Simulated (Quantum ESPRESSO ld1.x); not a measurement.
Values are calculated unless marked as measured or tabulated.
The table gives one normalised radial function P(r) = r R(r) (large component) of As in [Ar] 3d10 4s2 4p3 (r in bohr). Code: ld1.x of Quantum ESPRESSO 7.5. Model: Dirac Kohn-Sham, LDA (Slater exchange, Perdew-Zunger correlation), spin-unpolarised, spherical densities, point nucleus; open shells are shared between the two j in proportion to 2j + 1.

r,P
0.005255,0.2164
0.006898,0.2659
0.009127,0.3218
0.01198,0.3767
0.01585,0.4254
0.02081,0.4515
0.02731,0.4377
0.03613,0.3575
0.04743,0.1938
0.06276,-0.0685
0.08237,-0.3826
0.1081,-0.6671
0.1431,-0.7807
0.1878,-0.5723
0.2485,0.0055
0.3261,0.7423
0.4281,1.3096
0.5664,1.4244
0.7434,1.0977
0.9836,0.6008
1.291,0.2344
1.708,0.0577
2.242,0.0088
2.943,0.0007
3.894,0.0000
5.111,0.0000
6.763,0.0000
8.877,0.0000

Which n and l does it have? It may be an empty orbital.

Answer. n = 3, l = 0: the number of nodes gives n - l - 1 = 2, the rise at small r points to l (this Dirac orbital starts as r^gamma with gamma = sqrt((l + 1)^2 - (Z/c)^2) = 0.97; the j = 1/2 orbital of l + 1 starts with the same power, but with a smaller coefficient, and then steepens), and the extent must fit the shell. The curve is that of 3s1/2. 3s1/2: eigenvalue -189.43 eV, 2 radial nodes at r = 0.0588, 0.248 bohr, <r> = 0.599 bohr, 90 % of the charge inside 0.896 bohr.
